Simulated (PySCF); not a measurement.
A species of formula [C2H9BN]- has this rotational fingerprint, computed with PBE0-D3(BJ)/def2-SVP geometry optimisation, gas phase (PySCF 2.14.0):

- Rotational constants: A = 8868, B = 8123, C = 4801 MHz
- Dipole components (about the centre of mass): |μa| = 5.46 D, |μb| = 0.00 D, |μc| = 0.39 D
- Inertial defect: -13.95 u·Å²
- κ: 0.63

Question: Which structure is it? (One computed conformer of each.)
A. `[BH3-]N(C)C`
B. `[CH3:1][BH2-:2][NH:3][CH3:4]` (charge -1) with C1–B2–N3–C4 176°
C. `[CH3:1][CH2:2][BH2-:3][NH2:4]` (charge -1) with C1–C2–B3–N4 -178°, C2–B3–N4–H -66° and -177°

Answer: A. It is [BH3-]N(C)C, an asymmetric top, point group Cs. The candidates at the same level (rigid rotor, commonest isotopes):

| SMILES | A (MHz) | B (MHz) | C (MHz) | μa (D) | μb (D) | μc (D) | Δ (u·Å²) | point group | rotor |
| --- | --- | --- | --- | --- | --- | --- | --- | --- | --- |
| CC[BH2-]N | 23019 | 3415 | 3197 | 1.59 | 1.86 | 0.84 | -11.87 | – | near-prolate asymmetric top |
| [BH3-]N(C)C | 8868 | 8123 | 4801 | 5.46 | 0.00 | 0.39 | -13.95 | Cs | asymmetric top |
| C[BH2-]NC | 23969 | 3599 | 3371 | 2.01 | 2.48 | 0.53 | -11.60 | – | near-prolate asymmetric top |

`C[BH2-]NC` has A 170 % too high; `CC[BH2-]N` has A 160 % too high. In the right answer the mirror of this Cs structure is the ac plane, so μb vanishes by symmetry (the 0.01 D computed is a residue). No structure here is proved a minimum.
